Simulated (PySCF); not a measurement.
Ta(F)5 anion (F₅Ta), SMILES [F][Ta]([F])([F])([F])[F] (connectivity only; charge and spin as stated), charge -1, multiplicity 2.

The structure is a stationary point at PBE-D3(BJ)/def2-SVPD. The spin state was assumed, not searched. The isomer is the one that the SMILES or the coordinates give; other isomers of the formula were not compared. The def2 effective core potentials stand for the cores of Ta; spin–orbit coupling is left out.

Method: PySCF with PBE/def2-SVPD.

Gas-phase values at a fixed geometry. A positive occupied level means that this level leaves the electron formally unbound; only the finite basis holds it.

Computed frontier levels, dipole moment and polarisability:
The α spin, highest occupied and lowest empty level is 0.73 and 2.06 eV and the β spin, highest occupied and lowest empty level is -3.99 and 2.14 eV. The dipole moment about the centre of nuclear charge is 0.56 D. The mean static polarisability is 63.9 bohr³ (9.46 Å³), the polarisability, principal values is 60.2, 61.8, 69.6 bohr³ and the ⟨S²⟩ is 0.752 (pure state 0.75).
